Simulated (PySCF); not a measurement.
PySCF 2.14 output of an unrestricted M06-2X calculation on a single atom or ion in x2c-TZVPPall (11s7p7d3f1g, 97 functions), with the spin-free X2C one-electron Hamiltonian (Gaussian nucleus):

```
SCF conv_tol = 1e-09
number electrons alpha = 39  beta = 34
    Y. Zhao and D. G. Truhlar.,  Theor. Chem. Acc. 120, 215 (2008)
    Y. Zhao and D. G. Truhlar.,  Theor. Chem. Acc. 120, 215 (2008)
cycle= 1 E= -16144.5743788213  delta_E= -0.0307  |g|= 0.113  |ddm|= 0.356
cycle= 2 E= -16144.5750050198  delta_E= -0.000626  |g|= 0.0829  |ddm|= 0.109
cycle= 3 E= -16144.5755806773  delta_E= -0.000576  |g|= 0.0106  |ddm|= 0.0362
cycle= 4 E= -16144.5756156942  delta_E= -3.5e-05  |g|= 0.00208  |ddm|= 0.02
cycle= 5 E= -16144.5756200938  delta_E= -4.4e-06  |g|= 0.000364  |ddm|= 0.00813
cycle= 6 E= -16144.5756203156  delta_E= -2.22e-07  |g|= 0.000196  |ddm|= 0.00249
cycle= 7 E= -16144.57562033  delta_E= -1.44e-08  |g|= 0.00011  |ddm|= 0.000112
cycle= 8 E= -16144.5756203295  delta_E= 4.62e-10  |g|= 0.000121  |ddm|= 5.5e-05
cycle= 9 E= -16144.5756203308  delta_E= -1.34e-09  |g|= 3.94e-06  |ddm|= 3.79e-05
cycle= 10 E= -16144.5756203308  delta_E= 5.46e-12  |g|= 1.43e-05  |ddm|= 5.81e-06
converged SCF energy = -16144.5756203308  <S^2> = 8.7514624  2S+1 = 6.0004875
```

The run itself started from symmetry-adapted Hartree-Fock orbitals and held the occupation by maximum overlap, on a logarithmic radial grid, so the iterations belong to that start.

**Question.** Which element, charge and spin multiplicity is this?

**Answer.** W+ (tungsten, charge +1), multiplicity 6; the state was [Xe] 4f14 5d4 6p1, one real determinant (an excited configuration).

⟨L²⟩ = 8.01 against 12 for a pure F term, so this real determinant mixes terms. Spin-orbit coupling, absent here, splits the open shell strongly.
